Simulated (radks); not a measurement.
Species: Sm1.5+. Configuration: [Kr] 4d10 4f(up 3, down 3) 5s2 6s2 5p(up 2.25, down 2.25) (fractional occupations, a model configuration). All-electron calculation, scalar-relativistic Kohn-Sham, PBE, spin-polarised, spherical densities, point nucleus. Program: a radial shooting solver on a logarithmic mesh with Libxc functionals. Some entries of the table are withheld. Estimate them.

| orbital | occ. | eigenvalue (hartree) | r(max) (bohr) | <1/r> (bohr^-1) |
|---|---|---|---|---|
| 1s | 2 | -1716.124 | 0.01449 | 68.83 |
| 2s | 2 | -280.9618 | 0.08214 | 15.93 |
| 2p | 6 | -250.6836 | 0.06635 | 14.95 |
| 3s | 2 | -62.03858 | 0.2336 | 5.830 |
| 3p | 6 | -52.57458 | 0.2290 | 5.495 |
| 3d | 10 | -39.76979 | (1) | 5.215 |
| 4s | 2 | (2) | 0.5394 | 2.445 |
| 4p | 6 | -9.72072 | 0.5630 | 2.250 |
| 4d | 10 | -5.36205 | 0.5877 | 1.973 |
| 5s | 2 | -2.19750 | 1.254 | 0.9533 |
| 5p | 4.5 | -1.43450 | 1.414 | 0.8133 |
| 4f | 6 | -0.70849 | 0.6135 | 1.393 |
| 6s | 2 | -0.49696 | 3.140 | (3) |

Answer. 
(1) 3d r(max) (bohr): 0.1877
(2) 4s eigenvalue (hartree): -12.82837
(3) 6s <1/r> (bohr^-1): 0.3671
